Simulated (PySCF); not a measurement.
H$_{6}$BN$_{3}$, singlet, geometry from GFN2-xTB; PySCF with DF-CAMB3LYP/cc-pVQZ.

The PySCF input:
```python
from pyscf import gto, scf, dft

mol = gto.Mole()
mol.atom = '''
    B     0.000084    0.000121   -0.000047
    N     1.256687   -0.376705   -0.534286
    H     1.862821   -1.040228   -0.091353
    H     1.660593    0.057151   -1.342027
    N    -0.472633   -0.602930    1.192296
    H     0.005575   -1.357157    1.646954
    H    -1.387980   -0.431700    1.562533
    N    -0.784558    0.978882   -0.657943
    H    -1.664703    1.302395   -0.305048
    H    -0.473198    1.474198   -1.471290
'''
mol.basis = 'cc-pvqz'
mol.charge = 0
mol.spin = 0
mol.verbose = 4
mol.max_memory = 1800
mol.build()

mf = dft.RKS(mol)
mf.xc = 'camb3lyp'
mf = mf.density_fit(auxbasis='def2-universal-jkfit')
mf.kernel()
```

It wrote (shortened):

```
PySCF version 2.14.0

[INPUT] verbose = 4
[INPUT] num. atoms = 10
[INPUT] num. electrons = 32
[INPUT] charge = 0
[INPUT] spin (= nelec alpha-beta = 2S) = 0
[INPUT] symmetry False subgroup None
[INPUT] Mole.unit = angstrom
[INPUT] Symbol           X                Y                Z      unit          X                Y                Z       unit  Magmom
[INPUT]  1 B      0.000084000000   0.000121000000  -0.000047000000 AA    0.000158736994   0.000228656861  -0.000088817128 Bohr   0.0
[INPUT]  2 N      1.256687000000  -0.376705000000  -0.534286000000 AA    2.374794254301  -0.711869279754  -1.009654212189 Bohr   0.0
[INPUT]  3 H      1.862821000000  -1.040228000000  -0.091353000000 AA    3.520221509088  -1.965746027104  -0.172632150657 Bohr   0.0
[INPUT]  4 H      1.660593000000   0.057151000000  -1.342027000000 AA    3.138065974370   0.107999737745  -2.536063481772 Bohr   0.0
[INPUT]  5 N     -0.472633000000  -0.602930000000   1.192296000000 AA   -0.893146927432  -1.139372572284   2.253112899414 Bohr   0.0
[INPUT]  6 H      0.005575000000  -1.357157000000   1.646954000000 AA    0.010535223144  -2.564655038036   3.112291999757 Bohr   0.0
[INPUT]  7 H     -1.387980000000  -0.431700000000   1.562533000000 AA   -2.622902066374  -0.815794767975   2.952759430595 Bohr   0.0
[INPUT]  8 N     -0.784558000000   0.978882000000  -0.657943000000 AA   -1.482599748837   1.849818888266  -1.243332075575 Bohr   0.0
[INPUT]  9 H     -1.664703000000   1.302395000000  -0.305048000000 AA   -3.145832748742   2.461169856003  -0.576457174846 Bohr   0.0
[INPUT] 10 H     -0.473198000000   1.474198000000  -1.471290000000 AA   -0.894214622692   2.785830473382  -2.780335149811 Bohr   0.0

nuclear repulsion = 118.147050740376
number of shells = 116
number of NR pGTOs = 464
number of NR cGTOs = 400
basis = cc-pvqz
ecp = {}

******** <class 'pyscf.df.df_jk.DFRKS'> ********
method = DFRKS
initial guess = minao
damping factor = 0
level_shift factor = 0
DIIS = <class 'pyscf.scf.diis.CDIIS'>
diis_start_cycle = 1
diis_space = 8
diis_damp = 0
SCF conv_tol = 1e-09
SCF conv_tol_grad = None
SCF max_cycles = 50
direct_scf = False
XC library pyscf.dft.libxc version 7.1.2
    S. Lehtola, C. Steigemann, M. J. T. Oliveira, and M. A. L. Marques,  SoftwareX 7, 1–5 (2018)
XC functionals = camb3lyp
    T. Yanai, D. P. Tew, and N. C. Handy,  Chem. Phys. Lett. 393, 51 (2004)
radial grids:
    Treutler-Ahlrichs [JCP 102, 346 (1995); DOI:10.1063/1.469408] (M4) radial grids

becke partition: Becke, JCP 88, 2547 (1988); DOI:10.1063/1.454033
pruning grids: <function nwchem_prune>
grids dens level: 3
symmetrized grids: False
atomic radii adjust function: <function treutler_atomic_radii_adjust>
small_rho_cutoff = 0
Set gradient conv threshold to 3.16228e-05
Initial guess from minao.
tot grids = 114600
******** <class 'pyscf.df.df.DF'> ********
auxbasis = def2-universal-jkfit
Create RSH-DF object <pyscf.df.df.DF object> for omega=0.33
******** <class 'pyscf.df.df.DF'> ********
auxbasis = auxmol.basis = def2-universal-jkfit
init E= -193.2514385446
  HOMO = -0.308903419239019  LUMO = 0.0065878753758799  gap/eV = 8.58496
cycle= 1 E= -192.767026929136  delta_E= 0.484  |g|= 0.616  |ddm|= 2.01
  HOMO = -0.200656127911038  LUMO = 0.0676950405400323  gap/eV = 7.30221
cycle= 2 E= -192.767246854172  delta_E= -0.00022  |g|= 0.655  |ddm|= 0.776
  HOMO = -0.294885506743263  LUMO = 0.0516598205853711  gap/eV = 9.42998
cycle= 3 E= -192.851467249071  delta_E= -0.0842  |g|= 0.0211  |ddm|= 0.414
  HOMO = -0.294495325098952  LUMO = 0.0528948748464817  gap/eV = 9.45297
cycle= 4 E= -192.851582048601  delta_E= -0.000115  |g|= 0.00978  |ddm|= 0.0272
  HOMO = -0.294111785555299  LUMO = 0.0529237791279229  gap/eV = 9.44332
cycle= 5 E= -192.851602505408  delta_E= -2.05e-05  |g|= 0.00226  |ddm|= 0.00621
  HOMO = -0.294289395834244  LUMO = 0.0528702742920366  gap/eV = 9.44670
cycle= 6 E= -192.851603898945  delta_E= -1.39e-06  |g|= 0.000204  |ddm|= 0.00273
  HOMO = -0.29426323688419  LUMO = 0.0528716288664235  gap/eV = 9.44602
cycle= 7 E= -192.851603910212  delta_E= -1.13e-08  |g|= 4.14e-05  |ddm|= 0.000319
  HOMO = -0.294267602383481  LUMO = 0.0528715131702633  gap/eV = 9.44614
cycle= 8 E= -192.85160391064  delta_E= -4.27e-10  |g|= 3.19e-05  |ddm|= 0.000111
  HOMO = -0.294264964690328  LUMO = 0.0528714675280391  gap/eV = 9.44606
cycle= 9 E= -192.851603910836  delta_E= -1.96e-10  |g|= 4.94e-06  |ddm|= 2.31e-05
  HOMO = -0.294265956242734  LUMO = 0.0528714241367911  gap/eV = 9.44609
Extra cycle  E= -192.851603910839  delta_E= -3.07e-12  |g|= 4.82e-06  |ddm|= 1.16e-05
converged SCF energy = -192.851603910839
```
